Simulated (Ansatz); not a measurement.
Geometry optimisation, RKS B3LYP/def2-SVP in Ansatz 0.2.0.

Input:

```yaml
crystal:
  periodic: [false, false, false]
  atoms:
    - { symbol: B, position_ang: [-0.883288, -0.131201, -0.796859] }
    - { symbol: S, position_ang: [-0.600571, -0.331175, -2.634556] }
    - { symbol: "N", position_ang: [0.250017, -0.033301, 0.002301] }
    - { symbol: C, position_ang: [0.378142, 0.157302, 1.431684] }
    - { symbol: H, position_ang: [1.087111, -0.168465, -0.554174] }
    - { symbol: F, position_ang: [-2.131872, -0.1073, -0.321136] }
    - { symbol: H, position_ang: [0.715713, -0.030579, -2.596376] }
    - { symbol: H, position_ang: [0.812145, -0.718797, 1.945557] }
    - { symbol: H, position_ang: [-0.625729, 0.326727, 1.845906] }
    - { symbol: H, position_ang: [0.998332, 1.036788, 1.677753] }
basis:
  gaussian: { orbitals: def2-SVP }
hamiltonian:
  xc: b3lyp
relax:
  f_tol: 0.03
  max_steps: 50
output:
  orbitals: {}
```

Run as:

```bash
$ ansatz run input.yaml --threads 2 --pin off --max-ram 3072MiB --backend cpu --events-out ev --progress --plain --runs-dir out
```

Problem. Where does it end, and by what steps?

Solution. The run converged. After 6 steps the energy has fallen by 0.140 eV; H7 moved furthest, 0.33 Å.

| step | energy less start (eV) | largest force component (eV/Å) | accepted |
| --- | --- | --- | --- |
| 0 | 0.0000 | 0.606 | yes |
| 1 | -0.0888 | 0.452 | yes |
| 2 | -0.1240 | 0.422 | yes |
| 3 | -0.1276 | 0.402 | yes |
| 4 | -0.1387 | 0.191 | yes |
| 5 | -0.1396 | 0.162 | yes |
| 6 | -0.1403 | 0.022 | yes |

```xyz
10
Properties=species:S:1:pos:R:3
B -0.781 -0.078 -0.824
S -0.750 -0.253 -2.654
N 0.352 -0.002 -0.002
C 0.339 0.138 1.444
H 1.275 -0.048 -0.416
F -2.003 -0.022 -0.271
H 0.595 -0.267 -2.792
H 0.817 -0.721 1.947
H -0.700 0.196 1.795
H 0.858 1.056 1.773
```

Whether the end is a true minimum wasn't checked by a vibrational analysis.

Run time: 15 s on 2 threads of Intel(R) Xeon(R) Platinum 8488C (Sapphire Rapids), on a shared host, peak memory 0.22 GiB.
